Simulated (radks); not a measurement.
Problem. O3+, configuration [He] 2s2 3d1 (not the ground configuration). All-electron calculation, scalar-relativistic Kohn-Sham, RPBE, spin-polarised, spherical densities, finite nucleus; open shells are filled with parallel spins first; Fermi nuclear charge, rms radius 2.6991 fm. Program: a radial shooting solver on a logarithmic mesh with Libxc functionals. Some entries of the table are withheld. Estimate them.

orbital,occ.,eigenvalue (eV),<1/r> (bohr^-1),r(max) (bohr)
1s down,1,-607.8900,(1),0.1289
1s up,1,-607.8667,(2),0.1289
2s up,1,-90.5958,1.546,0.7882
2s down,1,-89.8940,1.557,0.7845
3d up,1,-21.8871,(3),2.026

Solution. 
(1) 1s down <1/r> (bohr^-1): 7.665
(2) 1s up <1/r> (bohr^-1): 7.665
(3) 3d up <1/r> (bohr^-1): 0.4989
